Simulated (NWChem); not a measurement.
# Correlation energy of Ge2

```xyz
2

Ge     0.0000     0.0000     1.1338
Ge     0.0000     0.0000    -1.1338
```
Charge 0, spin multiplicity 3.

Program: NWChem. The geometry was optimised at UPBE0/def2-SVP, a minimum by its harmonic frequencies.

Basis set: 6-311G**. Each correlation energy counts from its own Hartree-Fock reference.

The Hamiltonian is non-relativistic. The correlated methods keep 18 core orbitals frozen. The Pople sets run with spherical d functions. This spin state was chosen for the runs; another may lie lower. The structure started from a generated list of species. The unpaired electrons of the parent sit in orbitals of symmetry ag and b2u (D2h labels of the run); other states weren't searched. The stability of the SCF solutions was not checked. Open-shell Hartree-Fock references start from PBE0 orbitals. Coupled-cluster values serve here as a point of comparison, not as the truth.

Order these methods by the correlation energy they give, lowest first: UMP2, SCS-UMP2, CCSD on UHF, CCSD[T] on UHF, CCSD(T) on UHF.

CCSD[T] on UHF (-463.3 mHa), CCSD(T) on UHF (-461.4 mHa), UMP2 (-445.0 mHa), CCSD on UHF (-442.2 mHa), SCS-UMP2 (-405.4 mHa)
